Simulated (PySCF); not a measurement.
C2H8FNSi2.

```xyz
14

C      2.0754    -0.1066     1.2152
C      1.8335     0.3154    -0.0340
Si     0.1777     0.9558    -0.5878
F      0.0158     0.5088    -2.1526
N     -1.0847     0.3101     0.3961
Si    -1.3804    -1.3552     0.8563
H      1.2940    -0.1083     1.9837
H      3.0602    -0.4697     1.5301
H      2.6580     0.2971    -0.7592
H      0.0563     2.4361    -0.5713
H     -1.8328     0.9646     0.6161
H     -1.1341    -1.5916     2.3113
H     -0.4662    -2.2240     0.0694
H     -2.8006    -1.7158     0.5746
```

Coordinates come from a B3LYP-D3(BJ)/def2-SVP optimisation. The structure was generated by enumeration; whether it is a known compound was not checked. The values are those of a single conformer.

Level of theory: HF/pcSseg-1 (PySCF). Non-relativistic, no solvent.

Computed absolute GIAO shielding of each atom: isotropic value and principal components (ppm):
```csv
atom,σ(iso),σ11,σ22,σ33,span
C1,41.5,-107.3,57.4,174.3,281.6
C2,50.9,-83.6,56.2,180.1,263.8
Si3,418.0,391.3,427.0,435.7,44.4
F4,363.8,316.7,368.7,406.1,89.5
N5,253.0,230.2,254.8,274.0,43.8
Si6,447.3,413.2,436.1,492.7,79.5
H7,25.3,21.2,24.8,30.0,8.8
H8,25.2,22.0,24.3,29.2,7.2
H9,25.5,23.7,25.0,27.8,4.1
H10,27.3,24.0,24.8,33.1,9.0
H11,31.1,22.9,27.3,43.2,20.3
H12,27.5,23.9,25.8,32.9,8.9
H13,27.4,24.1,26.7,31.5,7.4
H14,27.4,23.8,25.4,33.1,9.2
```
